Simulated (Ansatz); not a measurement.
Consider the atomization: `F[C@H]1C[C@@H]1[AlH2]` → Al• + 3 C• + F• + 6 H•.

Gas-phase electronic energies from Ansatz, PBE0-D4/def2-TZVP geometries. CBS: MP2 limit from def2 TZ/QZ plus the TZ coupled-cluster correction, frozen cores. This one scheme is used for every species, atoms too. DFT in def2-TZVPP. No spin–orbit coupling; open shells (•) take unrestricted orbitals. Spin–orbit coupling would lower the free atoms: a little for Al, C, F.

`F[C@H]1C[C@@H]1[AlH2]`:

```xyz
11

F    -1.438    0.652   -1.850
C    -0.314    0.336   -1.141
C     0.105    1.267   -0.086
C    -0.504   -0.097    0.283
Al    0.572   -1.492    1.076
H     0.419   -0.147   -1.779
H    -0.526    2.133    0.068
H     1.164    1.439    0.072
H    -1.544   -0.008    0.588
H    -0.009   -2.459    2.192
H     2.075   -1.624    0.576
```

**Question.** What is ΔE at CCSD(T)/CBS? (An estimate is asked.)

**Answer.** The calculation gave: +4021.8 kJ/mol.

**Question.** What do these levels give: LDA (SPW92), r2SCAN-D4, ωB97M-V, PBE0, r2SCANh, LC-ωPBE? (An estimate is asked.)

**Answer.** The calculation gave: LDA (SPW92) 4625.2, r2SCAN-D4 4047.0, ωB97M-V 4042.0, PBE0 4034.3, r2SCANh 4018.8, LC-ωPBE 4049.7 kJ/mol.

Largest T1 diagnostic among the species: 0.018.

In def2-TZVPP, CCSD(T) changes the Hartree–Fock value by +963.9 kJ/mol (the triples alone add +58.1 kJ/mol) and MP2 by +1038.3 kJ/mol; breaking electron pairs costs correlation energy, which Hartree–Fock lacks. At CCSD(T), def2-SVP lies −168.4 kJ/mol from the extrapolated value and def2-TZVPP −96.3 kJ/mol: correlation converges slowly with the basis, and small sets miss more of it in the bonded molecule than in its fragments. From PBE to PBE0 (25 % exact exchange), in def2-TZVPP and without D4, ΔE moves by −61.9 kJ/mol: exact exchange takes away binding that semilocal exchange gives to molecules.

For atomizations the MP2-based limit and the directly extrapolated one differ by several kJ/mol either way, and by 10 to 25 for some Ge, Se and Sn compounds, so smaller differences from it don't rank the levels.
